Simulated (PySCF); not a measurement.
Computed properties of phosphorus nitride (NP), SMILES N#P

phosphorus nitride (NP), SMILES N#P. Geometry optimised at B3LYP-D3(BJ)/def2-TZVPD. The values are those of a single conformer. All values are computed for the isolated molecule unless a solvent is named; none is compared with measurement here.

**Structure.** The optimised structure has C∞v symmetry. All 1 harmonic modes at B3LYP-D3(BJ)/def2-TZVPD (PySCF) are real, so it is a minimum.

**Vibrations.** The strongest infrared lines (harmonic, unscaled, degenerate partners summed) lie at 1405 cm⁻¹ (1 km/mol, N 69 %, P 31 %). The softest mode is at 1405 cm⁻¹ and the zero-point energy is 2.0 kcal/mol.

**Electronic structure.** HF/def2-TZVPD (PySCF) places the frontier levels at -12.11 and 1.09 eV, a gap of 13.20 eV, and gives a dipole moment of 3.27 D and a mean polarisability of 27.5 bohr³. PBE/def2-TZVPD (PySCF) at the same geometry gives -7.73 and -3.34 eV, so its gap is 8.81 eV narrower. An orbital gap is neither the optical nor the fundamental gap.

**Excitations.** TDDFT-PBE0/def2-TZVPD (PySCF) has S1 at 4.76 eV (261 nm, f = 0.000, dark); the most intense of the 10 singlets computed lies at 8.75 eV (f = 0.13). Strengths of degenerate partners are summed. T1 (TDA) is at 3.49 eV. TDDFT-PBE/def2-TZVPD (PySCF) puts S1 at 4.89 eV. No vertical singlet excitation falls in the visible range (under 3.1 eV).
